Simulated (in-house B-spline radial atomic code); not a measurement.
Inner levels of molybdenum as electrons are removed. A shift is the extra binding of the orbital against the neutral atom ([Kr] 4d5 5s1). Computed with an all-electron radial atomic-structure program (B-spline basis): non-relativistic Hartree-Fock, average of the configuration, point nuclei.

This level leaves out relativity, spin-orbit splitting included, which matters for heavy ions.

| ion | configuration | shift of 2s (eV) | shift of 3s (eV) | shift of 4p (eV) | radius of 2s (bohr) | radius of 3s (bohr) | radius of 4p (bohr) | Σ<r²> (bohr²) | change of density at nucleus (bohr⁻³) |
| --- | --- | --- | --- | --- | --- | --- | --- | --- | --- |
| Mo | [Kr] 4d5 5s1 | 0 | 0 | 0 | 0.15836 | 0.43761 | 1.2584 | 59.334 | - |
| Mo+ | [Kr] 4d5 | 6.5738 | 6.5705 | 6.6988 | 0.15836 | 0.43764 | 1.258 | 38.476 | -4.1448 |
| Mo2+ | [Kr] 4d4 | 18.92 | 18.88 | 18.307 | 0.15836 | 0.43761 | 1.2441 | 31.187 | -2.5879 |
| Mo3+ | [Kr] 4d3 | 33.492 | 33.32 | 31.505 | 0.15836 | 0.43754 | 1.2268 | 26.028 | -0.0679 |
| Mo4+ | [Kr] 4d2 | 49.951 | 49.528 | 45.939 | 0.15836 | 0.43743 | 1.2077 | 22.008 | 3.3461 |
| Mo5+ | [Kr] 4d1 | 68.102 | 67.293 | 61.409 | 0.15836 | 0.43726 | 1.1879 | 18.704 | 7.593 |
